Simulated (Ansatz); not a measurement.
**Abstraction of H: SnH2(CH3)(SiH3) + MgNH2 → SnH(CH3)(SiH3) + MgH(NH2)**

Species: SnH2(CH3)(SiH3), singlet; MgNH2 `[NH2][Mg]`, doublet; SnH(CH3)(SiH3), doublet; MgH(NH2), singlet. A radical takes H: the energy is the difference in strength between the Sn–H bond broken and the Mg–H bond made.

Shapes, held fixed at every level: PBE0-D4/def2-TZVP. Programs: Ansatz 0.2.0. The zero-point and thermal change to 298 K, harmonic and unscaled (PBE0-D4/def2-TZVP), is -4.5 kJ/mol.

| level | kind | ΔH(298 K) (kJ/mol) | less CCSD(T)/def2-TZVPP | CPU time (sum over the molecules) |
| --- | --- | --- | --- | --- |
| MP2/def2-TZVPP | perturbation theory | +29.4 | +7.5 | – |
| SPW92/def2-TZVPP | LDA | +29.6 | +7.7 | 16 s |
| PBE-D4/def2-TZVPP | GGA | +18.9 | -3.0 | 30 s |
| BHLYP-D4/def2-TZVPP | global hybrid | +16.5 | -5.4 | 42 s |
| PBE0-D4/def2-TZVPP | global hybrid | +22.7 | +0.8 | 40 s |
| B2PLYP/def2-TZVPP | double hybrid | +16.1 | -5.8 | 67 s |
| CCSD/def2-SVP | coupled cluster or CI | +16.7 | -5.2 | – |
| CCSD(T)/def2-TZVPP | coupled cluster or CI | +21.9 | 0.0 | 33 min |

The highest level, CCSD(T)/def2-TZVPP, gives ΔH(298 K) = +21.9 kJ/mol; the levels span +16.1 to +29.6. The column of differences is taken from that level and isn't an error. No measured value is set beside it here. Open shells run unrestricted. For atoms past krypton def2 sets carry core potentials with scalar relativity. Outer-core shells of Mg, Sn are correlated in most correlated rows, in sets that cover them unevenly. Times are processor times on shared x86 and Arm servers, and rough.
